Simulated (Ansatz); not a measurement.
CH$_{6}$BClOSn, 11 atoms. Charge 0, multiplicity 1. Correlated methods include outer-core shells of Sn, which these sets cover unevenly. Sn takes the def2 core potential. The bonds changed during the relaxation, so this is another structure than the one it started from. All runs use 4 threads of an Intel Xeon Platinum 8488C on a shared host. Correlated methods freeze the cores.

Question: Give the basis size and wall time and peak host memory of each of these runs in Ansatz. RKS ωB97M-V/def2-SVP energy; RKS PBE0-D4/def2-TZVP frequencies; direct RPA on PBE orbitals/def2-TZVPP energy; RKS PBE0-D4/def2-TZVPP energy; RKS HSE06 (plane-wave form)-D4/def2-TZVPP energy; RKS PBE0-D4/def2-TZVP relaxation (8 steps); RKS r2SCAN0-D4/def2-TZVPP energy; RKS PBE0-D4/def2-SVP energy; RHF-CCSD(T)/def2-TZVPP energy; RKS ωB97X-V/def2-TZVPP energy; RHF-MP2/def2-QZVPP energy; RHF-CCSD(T)/def2-SVP energy. (Estimate.)

Answer: Ansatz gave: Other jobs shared the machine, so times are rough.

```tsv
level	job	functions	wall time	peak host memory (GiB)
RKS PBE0-D4/def2-SVP	energy	116	1.1 s	0.48
RKS PBE0-D4/def2-TZVPP	energy	269	2.6 s	0.83
RKS HSE06 (plane-wave form)-D4/def2-TZVPP	energy	269	2.9 s	0.87
RKS ωB97M-V/def2-SVP	energy	116	3.6 s	0.48
RKS r2SCAN0-D4/def2-TZVPP	energy	269	3.7 s	0.85
direct RPA on PBE orbitals/def2-TZVPP	energy	269	4.9 s	0.8
RKS ωB97X-V/def2-TZVPP	energy	269	6 s	0.99
RHF-CCSD(T)/def2-SVP	energy	116	6.5 s	0.72
RHF-MP2/def2-QZVPP	energy	503	19 s	3.4
RKS PBE0-D4/def2-TZVP	relaxation (8 steps)	216	27 s	0.69
RKS PBE0-D4/def2-TZVP	frequencies	216	2.5 min	0.71
RHF-CCSD(T)/def2-TZVPP	energy	269	3 min	7.6
```
